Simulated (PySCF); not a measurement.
H2. Atoms are numbered in the order given.

```xyz
2

H      0.0000     0.0000    -0.3731
H      0.0000     0.0000     0.3731
```
Charge 0, spin multiplicity 1.

Geometry: PBE0-D3(BJ)/def2-TZVPD.

Vertical ionisation energy (IE) and electron affinity (EA) in eV. Rows of orbital energies are one-electron estimates. Where ΔSCF, EOM or ADC give a negative EA the extra electron is unbound and the value depends on the basis.

```
level                                             IE     EA
---------------------------------------------  -----  -----
−ε(HOMO), −ε(LUMO), r2SCAN/def2-TZVPD (PySCF)  10.79  -1.91
−ε(HOMO), −ε(LUMO), ωB97X/def2-TZVPD (PySCF)   14.69  -3.41
−ε(HOMO), −ε(LUMO), PBE/def2-TZVPD (PySCF)     10.35  -0.81
EOM-CCSD/aug-cc-pVDZ (PySCF)                   16.26  -1.58
ADC(2)/aug-cc-pVDZ (PySCF)                     16.14  -1.59
```
